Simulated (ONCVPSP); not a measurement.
# Transferability test, ONCV potential for lanthanum

ONCVPSP 4.0.1 input, shortened (lines: element, Z, core and valence counts, functional; n l f; lmax; l rc ep ncon nbas qcut; lloc lpopt rc5 dvloc0; l nproj debl; icmod fcfact rcfact), PBE, scalar-relativistic:

```
  La 57.00    9    3        4      upf
    1    0    2.00
    2    0    2.00
    2    1    6.00
    3    0    2.00
    3    1    6.00
    3    2   10.00
    4    0    2.00
    4    1    6.00
    4    2   10.00
    5    0    2.00
    5    1    6.00
    5    2    1.00
    3
    0    1.75    0.00    4    8    4.60
    1    1.95    0.00    4    8    4.90
    2    3.65    0.00    3    7    3.90
    3    3.80    0.09    4    7    3.30
    4    1    1.45    3.00
    0    2    2.80
    1    2    0.40
    2    2    3.00
    3    3    0.40
    3    2.25    1.20
```

In the p channel the program set the typed energies aside and used -1.283, 0.250 Ha. In the f channel the program set the typed energies aside and used -0.624, 0.050, 0.450 Ha.

Energies are relative to the spin-unpolarised reference configuration 5s2 5p6 5d1; without spin polarisation the order of configurations can differ from experiment.

Problem. Give the all-electron excitation energy and the error of the potential for: 5s2 5p6 5d1 6s2; 5s2 5p6 5d1 6s1; 5s2 5p6 5d0; 5s2 5p5 5d1 6s2.

Solution.

```tsv
valence configuration	charge	ΔE all-electron (eV)	error AE − PS (meV)
5s2 5p6 5d1 6s2	0	-16.855	-53
5s2 5p6 5d1 6s1	+1	-10.888	-15
5s2 5p6 5d0	+3	18.950	+29
5s2 5p5 5d1 6s2	+1	10.117	-27
```

Levels in the configuration 5s2 5p6 5d1 6s2:

```csv
level,all-electron (eV),pseudo (eV)
5s,-38.924,-38.748
5p,-22.400,-22.256
5d,-3.090,-2.973
6s,-3.680,-3.641
```

Note: ghosts flagged at negative energy: d at -31.2 eV; GHOST(+) flagged for s at 121.4 eV. A true bound ghost makes a file unfit for plane-wave use.
